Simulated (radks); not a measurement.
Species: Hf LXVI. Configuration: [He] 2s2 2p3. Calculated with a radial shooting solver on a logarithmic mesh with Libxc functionals: Dirac Kohn-Sham, PBE, spin-unpolarised, spherical densities, point nucleus; open shells are shared between the two j in proportion to 2j + 1. Some entries of the table are withheld. Estimate them.

| orbital | occ. | eigenvalue (eV) | <1/r> (bohr^-1) |
|---|---|---|---|
| 1s1/2 | 2 | -72000.58 | (1) |
| 2s1/2 | 2 | (2) | 21.04 |
| 2p1/2 | 1 | (3) | (4) |
| 2p3/2 | 2 | (5) | (6) |

Answer. 
(1) 1s1/2 <1/r> (bohr^-1): 84.00
(2) 2s1/2 eigenvalue (eV): -17147.87
(3) 2p1/2 eigenvalue (eV): -16832.42
(4) 2p1/2 <1/r> (bohr^-1): 20.93
(5) 2p3/2 eigenvalue (eV): -15540.86
(6) 2p3/2 <1/r> (bohr^-1): 17.82
